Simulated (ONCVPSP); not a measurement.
## Ranking ONCV potentials for Dy

All share these settings but for the change named:

| Property | Result |
| --- | --- |
| Element | Dy |
| Generator | ONCVPSP 4.0.1 |
| Type | optimised norm-conserving Vanderbilt (ONCV) |
| Functional | PBE |
| Relativity | scalar-relativistic |
| Frozen core | [Kr] 4d10 4f9 |
| Valence charge | 11 |
| Reference configuration | 5s2 5p6 5d1 6s1 6p1 |
| Partial waves | 5s+6s: rc 2.35 bohr, ncon 3, nbas 7, qcut 4.9 1/bohr, 2 projectors; 5p+6p: rc 2.50 bohr, ncon 4, nbas 8, qcut 5.1 1/bohr, 2 projectors; 5d: rc 2.85 bohr, ncon 5, nbas 10, qcut 5.5 1/bohr, 2 projectors, debl 2.6 Ha |
| Local potential | polynomial inside 1.90 bohr (lpopt 5, dvloc0 0 Ha) |
| Core correction | polynomial model core, fcfact 0.25 |

Cutoff: the first of the cutoffs (Ha) at which the residual kinetic energy of the hardest occupied pseudo-wave falls to 1 and 0.1 mHa per electron; the density cutoff is not measured.

The base gives 9 Ha.

Of 10 variants that were run, those that failed, showed a ghost or another fault, or gave nearly equal values are left out.

A variant can come out equal or close to the base.

Task: Rank these variants from softest to hardest (loose cutoff).
A. s: qcut 7.2; p: qcut 7.5; d: qcut 8.1
B. s: qcut 6.7; p: qcut 7; d: qcut 7.5
C. s: qcut 6.2; p: qcut 6.5; d: qcut 7
D. s: qcut 4.5; p: qcut 4.7; d: qcut 5.1
E. s: qcut 3.1; p: qcut 3.2; d: qcut 3.5

Result: D (9 Ha), C (11 Ha), B (13 Ha), A (14 Ha), E (20 Ha).
